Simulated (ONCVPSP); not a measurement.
# Plane-wave convergence, ONCV potential for nitrogen (N)

nitrogen, optimised norm-conserving Vanderbilt (ONCV), made with ONCVPSP 4.0.1 (PBE, scalar-relativistic). Core [He], reference 2s2 2p1.5 (charge +1.5). Waves: 2s: rc 0.95 bohr, ncon 3, nbas 6, qcut 5.4 1/bohr, 2 projectors, debl 3.8 Ha; 2p: rc 1.65 bohr, ncon 5, nbas 8, qcut 8 1/bohr, 3 projectors, debl 2 Ha; d scattering state at 0.06 Ha: rc 1.45 bohr, ncon 5, nbas 8, qcut 7 1/bohr, 1 projector. Local part: polynomial inside 0.70 bohr (lpopt 5, dvloc0 1 Ha). Core correction: Teter function, fcfact 5.5, rcfact 1.

**Question.** For each optimised wave give the share of its norm inside rc, the residual kinetic energy above qcut (Ha) and the cutoffs (Ha) for errors of 10, 1, 0.1 and 0.01 mHa per electron.

**Answer.**

```
         wave  norm inside rc  residual KE  10 mHa  1 mHa  0.1 mHa     0.01 mHa
           2s           0.339      1.4e-02    16.3   85.7    143.7  not reached
s projector 2           0.051      1.0e-02    14.8   37.2     96.3        212.0
           2p           0.804      3.2e-05    19.5   25.2     29.8         55.8
p projector 2           0.095      9.4e-05    19.1   26.1     31.9         74.4
p projector 3           0.110      4.4e-04    22.6   29.8     37.1         73.9
d projector 1           0.070      3.0e-05     6.3   13.1     20.6         40.9
```

The occupied waves need 86 Ha and 144 Ha for 1 and 0.1 mHa.
